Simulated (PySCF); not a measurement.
The multiplicity is imposed and other spin states were not computed.

Cartesian coordinates (Å):
```xyz
8

Zn    -0.6626    -0.1297     0.1847
O      0.2215     1.2431     0.8958
C     -0.3953     2.2036     1.7225
H     -1.1986     2.7926     1.2110
H      0.3763     2.9388     2.0505
H     -0.8463     1.7776     2.6545
O     -1.3453    -1.6300    -0.4848
H     -1.7360    -1.4736    -1.3662
```
Charge 0, multiplicity 1.

Q: Predict the HOMO, dipole moment, LUMO, charge on the central atom (Mulliken) and charge on the central atom (meta-Löwdin) from PySCF with TPSSh-D3(BJ)/def2-TZVP // BP86-D3(BJ)/def2-SVP.

A: 
- HOMO: -6.69 eV
- dipole moment: 1.78 D
- LUMO: -1.48 eV
- charge on the central atom (Mulliken): 0.58 e
- charge on the central atom (meta-Löwdin): 1.28 e
